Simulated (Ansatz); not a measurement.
Molecule: chloro-difluoro-methylsilane, CH₃ClF₂Si, net charge 0, singlet state. 
Structure (B3LYP-D3(BJ)/def2-TZVP (Ansatz, a program for electronic structure) minimum search):
```xyz
8

C     -1.9513    -0.1167     0.1792
Si    -0.1434     0.2047     0.2177
F      0.4442    -0.0361     1.6731
F      0.1717     1.7160    -0.1536
Cl     0.8911    -0.9845    -1.0773
H     -2.1604    -1.1522     0.4503
H     -2.3498     0.0658    -0.8195
H     -2.4656     0.5386     0.8845
```

Property: atomisation energy (electronic, to ground-state atoms), in kJ/mol. Valence correlation only, unless marked. UHF or UKS for open shells. Spin-orbit coupling is left out. No relativistic terms. The coupled-cluster limit lacks core correlation, which all-electron functionals hold. CBS marks a two-point X^-3 extrapolation of the correlation energy; Hartree-Fock from the larger set. [CCSD(T)-MP2]/basis is that difference in the basis named.

```json
[
 {"level": "PBE/def2-TZVPD", "program": "Ansatz", "atomisation energy (kJ/mol)": "(withheld)"},
 {"level": "BLYP/def2-TZVPD", "program": "Ansatz", "atomisation energy (kJ/mol)": "(withheld)"},
 {"level": "CAM-B3LYP-D4/def2-TZVPD", "program": "Ansatz + dftd4", "atomisation energy (kJ/mol)": "3219.6"},
 {"level": "LC-wPBE-D3(BJ)/def2-TZVPD", "program": "Ansatz + dftd3", "atomisation energy (kJ/mol)": "3221.0"},
 {"level": "B2GP-PLYP-D4/def2-TZVPD", "program": "Ansatz + dftd4", "atomisation energy (kJ/mol)": "3185.8"},
 {"level": "RI-MP2/CBS(aug-cc-pV(T+d)Z,aug-cc-pV(Q+d)Z)+[CCSD(T)-MP2]/aug-cc-pV(T+d)Z", "program": "Ansatz", "atomisation energy (kJ/mol)": "(withheld)"}
]
```

**Question.** What belongs in the gaps?

**Answer.** 
- PBE/def2-TZVPD, atomisation energy (kJ/mol): 3232.8
- BLYP/def2-TZVPD, atomisation energy (kJ/mol): 3143.6
- RI-MP2/CBS(aug-cc-pV(T+d)Z,aug-cc-pV(Q+d)Z)+[CCSD(T)-MP2]/aug-cc-pV(T+d)Z, atomisation energy (kJ/mol): 3242.1
